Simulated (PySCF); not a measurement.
Working out the ionisation energy of O²⁺

O²⁺ [He] 2s2 2p2 (3P) → O³⁺ [He] 2s2 2p1 (2P). Calculation: PySCF 2.14, in dyall-av3z; the non-relativistic Hamiltonian (point nucleus). Frozen: 1s2; the 14 highest virtual orbitals dropped. Energies in hartree (1 hartree = 27.21139 eV):

```csv
part,O²⁺ (lower),O³⁺ (upper)
UHF,-73.106242,-71.099266
CCSD correlation,-0.100556,-0.094257
(T),-0.001391,-0.000997
```

Q: What does Hartree-Fock give?

A: (-71.099266) − (-73.106242) = 2.006976 hartree = 54.613 eV.

Q: What do CCSD and CCSD(T) give?

A: The CCSD correlation energies differ by 0.006299 hartree = 0.171 eV and the triples by 0.000394 hartree = 0.011 eV, so CCSD gives 54.784 eV and CCSD(T) 54.795 eV.

A first-order spin-orbit estimate adds -0.005 eV to CCSD(T) (valence), giving 54.790 eV against 54.936 eV (semi-empirical (NIST evaluation); NIST Atomic Spectra Database, ionization energies).

What remains against the reference includes basis incompleteness, the frozen core and higher excitations.
